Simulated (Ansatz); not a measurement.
Start from `C[CH2][GeH3]` and change one atom or group to get `OC[CH2][GeH3]`.

Ansatz, PBE0-D4/def2-TZVP geometries, multiplicity 1. Each molecule was computed in one conformer, which needn't be the lowest.

Scalar relativity is left out up to krypton.

```tsv
property	`C[CH2][GeH3]`
HOMO energy (B3LYP/def2-TZVPP) / eV	-8.08
HOMO energy (ωB97M-V/def2-TZVPP) / eV	-10.48
HOMO energy (PBE/def2-TZVPP) / eV	-7.06
LUMO energy (ωB97M-V/def2-TZVPP) / eV	2.33
HOMO energy (PBE0/def2-TZVPP) / eV	-8.28
size of the dipole moment (PBE/def2-TZVPP) / D	0.88
```

What does the change do to each property? (An estimate is asked.)

The calculation gave: 
```csv
property,`OC[CH2][GeH3]`,shift
HOMO energy (B3LYP/def2-TZVPP) / eV,-7.69,0.39
HOMO energy (ωB97M-V/def2-TZVPP) / eV,-10.38,0.10
HOMO energy (PBE/def2-TZVPP) / eV,-6.24,0.82
LUMO energy (ωB97M-V/def2-TZVPP) / eV,2.27,-0.06
HOMO energy (PBE0/def2-TZVPP) / eV,-7.92,0.36
size of the dipole moment (PBE/def2-TZVPP) / D,1.21,0.33
```

With PBE0 the HOMO rises by 0.36 eV and the LUMO falls by 0.05 eV, so the gap narrows by about 0.41 eV. PBE moves the HOMO by 0.82 eV and ωB97M-V by 0.10 eV. Dipoles are sizes alone; their direction can turn.

B3LYP here is the variant with VWN-RPA as its local correlation; programs differ in this.
